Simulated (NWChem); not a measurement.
System: Si2NH4OF; SMILES F[Si@H]1N[SiH2]O1

```xyz
9

F      0.0546    -2.0976     0.5882
Si    -0.0138    -0.8319    -0.4385
N     -1.2238     0.3627    -0.0609
Si     0.0481     1.5501     0.2334
O      1.1913     0.3214    -0.1276
H      0.0257    -1.4382    -1.7979
H     -2.2426     0.3844    -0.0777
H      0.1129     2.6952    -0.7349
H      0.1683     2.0725     1.6354
```
Atoms are numbered in this order, from 1.

Results from NWChem. Medium grid unless said otherwise, to which SCAN and Minnesota functionals are sensitive. The geometry was optimised at PBE-D3(BJ)/def2-SVP.

Q: Among these, which level gives the highest value of “dipole (D)”?
A. B97-D/def2-SVP
B. r2SCAN0/def2-SVP
C. KT2/def2-SVP
D. B3LYP/def2-SVP

A: B, r2SCAN0/def2-SVP. Values: KT2/def2-SVP 2.67; B97-D/def2-SVP 2.70; B3LYP/def2-SVP 2.82; r2SCAN0/def2-SVP 2.92
